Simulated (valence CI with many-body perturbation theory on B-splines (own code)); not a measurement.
Values are calculated unless marked as measured or tabulated.
# Basis-set convergence for Ca⁷⁺

Level of theory: valence CI with perturbative core correlation (CI+MBPT): three valence electrons over a frozen Dirac-Fock core [Ne], radial functions for each j: 9 s, 9 p, 8 d, 6 f, 3 g, 1 h, with the one-electron correlation potential Σ1, the two-electron term Σ2, the three-electron term Σ3, Breit, model QED; selected CI, second order for the rest, scaled by the run's own slope (own B-spline code, finite nucleus).

No measured spectrum was set against this ion. As an estimate, levels hold to about 100 cm⁻¹ or 0.05 % of their energy and the worst to 300 or 400 cm⁻¹, as in measured light ions of charge 2 to 7.

The reference run has the lowest level 3s²3p ²P°_1/2 and an ionisation energy of 147.804 eV. Its largest variational space holds 8909 state functions.

Names give the largest LS component (configuration and term), which can be under half, so a name can repeat, a term be missing and a line seem to break the LS rules; names also repeat where a configuration has a term twice.

Changed runs:
A. basis 6 s, 6 p, 5 d, 3 f, 1 g
B. basis 5 s, 5 p, 4 d, 2 f

Excitation energies of the reference run in cm⁻¹, and shifts in cm⁻¹:

| Level | Reference | A | B |
| --- | --- | --- | --- |
| 3s²3p ²P°_3/2 | 4312 | -1.1 | -1.8 |
| 3s3p² ⁴P_1/2 | 129726 | -89 | -260 |
| 3s3p² ⁴P_3/2 | 131313 | -89 | -261 |
| 3s3p² ⁴P_5/2 | 133679 | -89 | -261 |
| 3s3p² ²D_3/2 | 171579 | +23 | +82 |
| 3s3p² ²D_5/2 | 171834 | +23 | +82 |
| 3s3p² ²S_1/2 | 216827 | +159 | +506 |
| 3s3p² ²P_1/2 | 231272 | +103 | +339 |
| 3s3p² ²P_3/2 | 233851 | +101 | +333 |
| 3s²3d ²D_3/2 | 282421 | +238 | +865 |
| 3s²3d ²D_5/2 | 282640 | +238 | +864 |
| 3p³ ²D°_3/2 | 335779 | -41 | -165 |
| Ionisation energy (eV) | 147.804 | -0.012 | -0.035 |
